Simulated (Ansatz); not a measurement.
One change: `[CH3][Zn][NH][AlH2]` becomes `[CH3][Zn][NH2]`.

Ansatz, PBE0-D4/def2-TZVP geometries, multiplicity 1. Each molecule was computed in one conformer, which needn't be the lowest.

Scalar relativity is left out up to krypton.

| property | `[CH3][Zn][NH][AlH2]` |
| --- | --- |
| LUMO energy (PBE0/def2-TZVPP) / eV | -0.56 |
| size of the dipole moment (PBE/def2-TZVPP) / D | 1.67 |
| size of the dipole moment (B3LYP/def2-TZVPP) / D | 1.61 |
| HOMO–LUMO gap (PBE/def2-TZVPP) / eV | 4.72 |
| LUMO energy (PBE/def2-TZVPP) / eV | -1.33 |
| size of the dipole moment (ωB97M-V/def2-TZVPP) / D | 1.57 |

Question: Give the same properties after the change, and the shifts. (An estimate is asked.)

Answer: The calculation gave: 
```
                                          property  `[CH3][Zn][NH2]`  shift
                LUMO energy (PBE0/def2-TZVPP) / eV              0.02   0.58
    size of the dipole moment (PBE/def2-TZVPP) / D              0.74  -0.93
  size of the dipole moment (B3LYP/def2-TZVPP) / D              0.80  -0.81
               HOMO–LUMO gap (PBE/def2-TZVPP) / eV              4.53  -0.19
                 LUMO energy (PBE/def2-TZVPP) / eV             -0.73   0.60
size of the dipole moment (ωB97M-V/def2-TZVPP) / D              0.83  -0.74
```

With PBE0 the HOMO rises by 0.69 eV and the LUMO rises by 0.58 eV, so the gap narrows by about 0.11 eV. PBE moves the HOMO by 0.79 eV and ωB97M-V by 0.63 eV. Dipoles are sizes alone; their direction can turn.

Positive LUMOs are unbound, so they and the gaps depend on the basis.

B3LYP here is the variant with VWN-RPA as its local correlation; programs differ in this.
